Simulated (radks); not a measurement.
Q: Ru XXXV, 10 electrons, occupied as [Ne] (the NIST ground configuration). All-electron calculation, Dirac Kohn-Sham, PBE, spin-unpolarised, spherical densities, point nucleus. Program: a radial shooting solver on a logarithmic mesh with Libxc functionals. Some entries of the table are withheld. Estimate them.

orbital,occ.,eigenvalue (hartree),<r^2> (bohr^2)
1s1/2,2,-878.9186,0.001506
2s1/2,2,(1),(2)
2p1/2,2,-176.5625,0.01782
2p3/2,4,-171.5347,0.01904

A: 
(1) 2s1/2 eigenvalue (hartree): -184.3548
(2) 2s1/2 <r^2> (bohr^2): 0.02387
